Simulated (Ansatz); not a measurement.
This geometry of CH₅AlFPS (10 atoms, charge 0, multiplicity 1) is a first-order saddle point.

These are results of Ansatz 0.2.0, RKS LDA/def2-mTZVP, not measurements.

```xyz
10
Properties=species:S:1:pos:R:3
F -1.407 -1.184 1.888
C -0.417 -0.571 1.180
Al 0.651 -1.549 -0.158
S -1.177 0.126 -0.460
P -0.103 1.806 -0.844
H -0.055 0.322 1.714
H 1.975 -0.834 -0.696
H 0.088 -2.957 -0.644
H -0.615 3.066 -0.489
H 1.143 1.723 -1.489
```

**Question.** Which two structures does it join? (They come from a converged band through this point; their orientation in space is the band's.)

**Answer.** No bond is made or broken. The height of P5 over the plane of its neighbours goes from 0.84 to -0.84 Å.

Initial state:

```xyz
10
Properties=species:S:1:pos:R:3
F -1.242 -0.858 1.925
C -0.340 -0.348 1.038
Al 0.650 -1.519 -0.213
S -1.228 0.015 -0.604
P -0.299 1.815 -1.302
H 0.032 0.621 1.414
H 1.920 -0.858 -0.923
H 0.149 -3.024 -0.344
H -0.593 2.606 -0.135
H 1.033 1.500 -0.854
```

Final state:

```xyz
10
Properties=species:S:1:pos:R:3
F -1.305 -0.948 2.052
C -0.297 -0.486 1.262
Al 0.716 -1.580 -0.025
S -1.025 0.110 -0.397
P 0.072 1.945 -0.614
H 0.159 0.406 1.726
H 2.092 -0.914 -0.493
H 0.129 -2.991 -0.471
H -1.032 2.726 -1.105
H 0.576 1.681 -1.932
```

**Question.** How far does it lie above each of them?

**Answer.** 29.6 kcal/mol above the first and 29.6 kcal/mol above the second. This is the barrier of this one path; another mechanism may lie lower.

Run time: 65 s on 2 threads of INTEL(R) XEON(R) PLATINUM 8581C CPU @ 2.30GHz (Emerald Rapids) (shared host), peak memory 0.19 GiB.
